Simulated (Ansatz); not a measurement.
Basis-set series for Cl$_{2}$H$_{2}$OSTi (`[OH][Ti]([SH])([Cl])[Cl]`). Total charge 0; spin multiplicity 1. The geometry is a stationary point of PBE0-D4/def2-TZVP. It is one conformer, not always the lowest.

| functional | basis | functions | energy (Eh) | HOMO (eV) | LUMO (eV) |
| --- | --- | --- | --- | --- | --- |
| PBE0-D4 | def2-SVP | 109 | -2243.42256 | -7.85 | -2.89 |
| PBE0-D4 | def2-QZVPP | 420 | -2244.14757 | -7.99 | -2.94 |
| ωB97M-V | def2-SVP | 109 | -2243.98657 | -9.90 | -0.66 |
| ωB97M-V | def2-QZVPP | 420 | -2244.70516 | -10.11 | -0.80 |

(1) Give the rows for def2-TZVPP. (Best estimate.)

## Answers

(1) Computed: 
```
functional       basis  functions  energy (Eh)  HOMO (eV)  LUMO (eV)
   PBE0-D4  def2-TZVPP        249  -2244.08822      -7.97      -2.91
   ωB97M-V  def2-TZVPP        249  -2244.64904     -10.07      -0.75
```

Scalar relativity is left out up to krypton.
